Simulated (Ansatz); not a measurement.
Job for Ansatz (an electronic-structure program): U-CCSD(T)/aug-cc-pV(T+d)Z on LiCl+, 2S+1 = 2, a spin state set in the input, which need not be the lowest, a point of a bond scan (R = 2.390 Å). Charge +1. Files ending in .json are basis or fitting sets from the Basis Set Exchange.

Ansatz 0.2 input:
```yaml
crystal:
  periodic: [false, false, false]
  atoms:
    - {symbol: Li, position_ang: [0.00000000, 0.00000000, 0.00000000]}
    - {symbol: Cl, position_ang: [0.00000000, 0.00000000, 2.38957900]}
basis:
  gaussian:
    orbitals: aug-cc-pV_T+d_Z.json
    pivot_positions_ang: [[0.00000000, 0.00000000, 0.00000000], [0.00000000, 0.00000000, 2.38957900]]
total_charge: 1
magnetization: {spin_polarized: true, initial_magnetization: 1}
correlation: {method: ccsd_t, electrons: outside_noble_gas}
output: {orbitals: {seedname: ./end}}
```

Program output:

```
WARN ansatz: RAYON_NUM_THREADS=2 ignored (pool sized by the plan → 2); use --threads N
Functional definition: HF
integrals: 0.18 GiB planned
630 factors; integrals over basis functions are off by at most 3.9e-4 eV
mean field: 0.20 GiB planned
mean field evaluation 1: about -12699.7783 eV, gradient 1.4e1 eV
mean field evaluation 2: about -12699.7785 eV, gradient 1.4e1 eV
mean field evaluation 4: about -12700.6557 eV, gradient 9.5e-1 eV
mean field evaluation 8: about -12700.6639 eV, gradient 4.5e-5 eV
mean field evaluation 16: about -12700.6633 eV, gradient 2.3e-1 eV
mean field evaluation 32: about -12700.0683 eV, gradient 9.1e-1 eV
mean field evaluation 64: about -12700.6639 eV, gradient 3.7e-2 eV
mean field evaluation 96: about -12700.0179 eV, gradient 6.1e-3 eV
mean field -12700.66391038 eV, -466.7407898873 hartree, gradient 1.9e-6 eV, S^2 0.760678; 9 other end points of the search recorded, 0 dependent functions left out
determinant -12700.66391038 eV, -466.7407898873 hartree, with singles and doubles -12705.73595851 eV, -466.9271842182 hartree
determinant -12700.01788567 eV, -466.7170489171 hartree, with singles and doubles -12705.12289379 eV, -466.9046545052 hartree
6 core orbitals not correlated
reference -12700.66391038 eV, -466.7407898873 hartree; 4, 3 occupied and 91, 92 virtual orbitals, 630 factors
second order -4.40954874 eV of doubles, -0.00000000 eV of singles
coupled cluster: 0.44 GiB planned
cycle   1  -5.03623077 eV  change   -2.2e-1 eV  update   1.2e-2
cycle   2  -5.04524552 eV  change   -9.0e-3 eV  update   3.1e-3
cycle   3  -5.04701866 eV  change   -1.8e-3 eV  update   1.2e-3
cycle   4  -5.04744349 eV  change   -4.2e-4 eV  update   4.1e-4
cycle   5  -5.04747504 eV  change   -3.2e-5 eV  update   1.3e-4
cycle   6  -5.04746528 eV  change    9.8e-6 eV  update   4.9e-5
cycle   7  -5.04746242 eV  change    2.9e-6 eV  update   1.8e-5
cycle   8  -5.04746311 eV  change   -6.9e-7 eV  update   5.9e-6
perturbative correction -0.17490320 eV, -0.0064275739 hartree
Total energy: -12705.88627669 eV, -466.9327083092 hartree
```

Self-consistency was reached.

Cost: about 9 core-seconds (a rough figure).
